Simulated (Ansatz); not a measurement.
Molecule: CH7BO2Si, charge 0, multiplicity 1. 
Geometry from a B3LYP-D3(BJ)/def2-TZVP (Ansatz, an electronic-structure program) optimisation:
```
Si
H 1 1.4863
H 1 1.4863 2 107.24
C 1 1.8886 2 109.17 3 -118.15
H 4 1.0911 1 111.28 2 58.47
H 4 1.0928 5 107.45 1 -121.93
H 4 1.0928 5 107.45 6 -116.15
B 1 2.0350 2 110.24 3 120.03
O 8 1.3612 1 119.04 2 -59.10
H 9 0.9670 8 112.88 1 180.00
O 8 1.3731 9 117.44 10 0.00
H 11 0.9610 8 114.50 9 -180.00
```

Dipole moments at this geometry, in debye (magnitudes).

```json
[
 {"level": "SVWN5/def2-TZVPD", "program": "Ansatz", "dipole (D)": "1.95"},
 {"level": "BLYP/def2-TZVPD", "program": "Ansatz", "dipole (D)": "1.90"},
 {"level": "B97M-V/def2-TZVPD", "program": "Ansatz", "dipole (D)": "2.06"},
 {"level": "B3LYP/def2-TZVPD", "program": "Ansatz", "dipole (D)": "1.90"},
 {"level": "PBE0/def2-TZVPD", "program": "Ansatz", "dipole (D)": "1.93"},
 {"level": "BHLYP/def2-TZVPD", "program": "Ansatz", "dipole (D)": "1.91"},
 {"level": "r2SCANh/def2-TZVPD", "program": "Ansatz", "dipole (D)": "1.95"},
 {"level": "r2SCAN0/def2-TZVPD", "program": "Ansatz", "dipole (D)": "1.95"},
 {"level": "HSE06/def2-TZVPD", "program": "Ansatz", "dipole (D)": "1.93"},
 {"level": "CAM-B3LYP/def2-TZVPD", "program": "Ansatz", "dipole (D)": "1.91"},
 {"level": "wB97M-V/def2-TZVPD", "program": "Ansatz", "dipole (D)": "1.93"},
 {"level": "wB97X-V/def2-TZVPD", "program": "Ansatz", "dipole (D)": "1.92"},
 {"level": "CCSD(T)/aug-cc-pV(D+d)Z", "program": "Ansatz", "dipole (D)": "1.89"}
]
```
